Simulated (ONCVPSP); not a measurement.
## Transferability test, ONCV potential for Be

```json
{"Element": "beryllium (Be)", "Generator": "ONCVPSP 4.0.1", "Type": "optimised norm-conserving Vanderbilt (ONCV)", "Functional": "LDA (Perdew-Wang 92)", "Relativity": "fully relativistic", "Frozen core": "none", "Valence charge": "4", "Reference configuration": "1s2 2s2", "Partial waves": "1s+2s: rc 0.90 bohr, ncon 5, nbas 8, qcut 17.7 1/bohr, 3 projectors, debl 2.3 Ha; p scattering state at 0.16 Ha: rc 0.90 bohr, ncon 4, nbas 8, qcut 10.2 1/bohr, local", "Local potential": "the p channel", "Core correction": "none"}
```

Open shells are filled in proportion to 2j + 1.

Energies are relative to the spin-unpolarised reference configuration 1s2 2s2; without spin polarisation the order of configurations can differ from experiment. The p channel is local and has no spin–orbit splitting in the pseudo-atom.

| valence configuration | charge | ΔE all-electron (eV) | error AE − PS (meV) |
| --- | --- | --- | --- |
| 1s2 2s0 | +2 | 27.286 | +3.1 |
| 1s2 2s1.5 | +0.5 | 3.748 | +0.1 |
| 1s1 2s2 | +1 | 126.733 | +882 |

Question: What are ΔE and the potential's error for 1s2 2s1?

Answer: ΔE = 9.513 eV all-electron; the error (AE − PS) is +0.5 meV.
